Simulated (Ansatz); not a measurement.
Two shapes of singlet Na4Cl4.

Shape 1:

```xyz
8

Na   -1.3100   -1.3100   -1.3100
Cl   -1.3100   -1.3100    1.3100
Cl   -1.3100    1.3100   -1.3100
Na   -1.3100    1.3100    1.3100
Cl    1.3100   -1.3100   -1.3100
Na    1.3100   -1.3100    1.3100
Na    1.3100    1.3100   -1.3100
Cl    1.3100    1.3100    1.3100
```

Shape 2:

```xyz
8

Na   -1.2113   -1.2113   -1.2113
Cl   -1.4036   -1.4036    1.4036
Cl   -1.4036    1.4036   -1.4036
Na   -1.2113    1.2113    1.2113
Cl    1.4036   -1.4036   -1.4036
Na    1.2113   -1.2113    1.2113
Na    1.2113    1.2113   -1.2113
Cl    1.4036    1.4036    1.4036
```

Basis set: def2-SVP (spherical functions). Left uncorrelated: 24 orbitals. Charge 0, multiplicity 1.

Computed with Ansatz (development build ahead of 0.2.0); each method stands on the lowest determinant of its kind that the runs found.

(1) Which shape is lower in energy, and by how much in each method?

## Answers

(1)

```
 method  E(2) − E(1) (eV)
    RHF            -0.333
RHF-MP2            -0.255
```

Shape 2 is lower.
